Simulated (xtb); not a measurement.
Se(Br)(NH2) (BrH₂NSe), SMILES N[Se]Br. All values are semi-empirical tight-binding results from xtb (GFN2-xTB unless named), good for trends rather than for accurate numbers. Coordinates come from a GFN2-xTB optimisation. The values are those of a single conformer.

Problem. Estimate the properties. (Estimate from the structure and the level; the computed values follow.)

Solution. 
| Quantity | Value |
|---|---|
| point group as xtb finds it | Cs |
| orbital gap | 2.80 eV |
| zero-point energy | 15.8 kcal/mol |
| G − E(el) at 298.15 K (modified RRHO) | -2.8 kcal/mol |
| static polarisability (D4 model) | 60.0 bohr³ |
| solvation energy, GFN2-xTB/ALPB(water) | -3.7 kcal/mol |
| solvation energy, GFN2-xTB/ALPB(thf) | -6.2 kcal/mol |
